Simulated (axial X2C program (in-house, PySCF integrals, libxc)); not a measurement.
**Worked dissociation energy of Zr₂: TPSSh, without spin–orbit coupling**

Calculated with an axial X2C code built on PySCF integrals. Spin-free means the one-electron spin-free X2C Hamiltonian. Basis: Zr dyall-cv3z [11s12p9d6f3g] (cores contracted in-house); Gaussian nuclei, density fitting, unrestricted open shells. Masses: Zr 89.905 u.

Molecular state: M_S = 1, Λ = 2 (beyond evenly filled blocks: σα, δ+α).

* E(Zr) (2M_S = 2, M_L = 0): -3598.137542 hartree
* E(Zr₂) at Re: -7196.401751 hartree
* ωe: 324.6 cm⁻¹
* ωexe: 0.213 cm⁻¹

(1) Work out De and D0.

The state is one determinant whose occupation by symmetry is held fixed; it was picked as the lowest of a PBE0 search that is not exhaustive. De is counted from the lowest determinant-based energies of the atoms at the same level, without counterpoise correction. Other states lie close and PBE0, whose exact exchange favours high spin, may order them wrongly; the determinant shown need not be the ground state. The nearest other spin-free determinant of the search, M_S = 0, Λ = 2, lies 0.10 eV up at the distance of the search. Without a current term, density functionals place determinants with orbital angular momentum somewhat too high.

Each atomic determinant is the lowest at this level and need not be a pure term. Totals compare only within one Hamiltonian and basis.

Results:

(1) De = -3598.137542 + (-3598.137542) − (-7196.401751) = 0.12667 hartree = 3.447 eV. The zero-point energy is ωe/2 − ωexe/4 = 162 cm⁻¹ = 0.020 eV, so D0 = 3.427 eV.
